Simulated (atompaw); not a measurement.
**Reading a pseudo-wave (sulfur)**

Columns: radius, all-electron u(r) and pseudo u(r) of the 3s shell (level -17.60 eV) of sulfur in the configuration [Ne] 3s1.5 3p4.5; PBE, scalar-relativistic, PAW (atompaw) scheme, atompaw 4.2.0.5.

```tsv
r (bohr)	all-electron	pseudo
0.073	0.1883	0.0740
0.146	-0.0654	0.1474
0.219	-0.2932	0.2198
0.292	-0.3995	0.2906
0.365	-0.3941	0.3592
0.438	-0.3110	0.4252
0.512	-0.1805	0.4888
0.585	-0.0314	0.5479
0.658	0.1209	0.6030
0.731	0.2654	0.6534
0.804	0.3959	0.6989
0.877	0.5092	0.7391
0.950	0.6043	0.7737
1.023	0.6818	0.8024
1.096	0.7425	0.8250
1.169	0.7875	0.8415
1.242	0.8183	0.8519
1.315	0.8365	0.8562
1.388	0.8440	0.8546
1.462	0.8421	0.8473
1.535	0.8326	0.8348
1.608	0.8169	0.8177
1.681	0.7963	0.7965
1.754	0.7718	0.7718
1.827	0.7443	0.7443
1.900	0.7148	0.7148
```

(1) How many radial nodes do the two functions have?

(2) Where does each function peak?

(3) Is the pseudo-wave norm-conserving?

Results:

(1) The all-electron 3s function has n − l − 1 = 2; the pseudo-wave has 0, since the states of the same l below it are removed with the core.

(2) Outermost all-electron maximum near 1.39 bohr, pseudo maximum near 1.31 bohr (to the table’s step).

(3) No, it belongs to a PAW set: the norm inside the radius is not constrained, and the difference is carried by the augmentation charge.
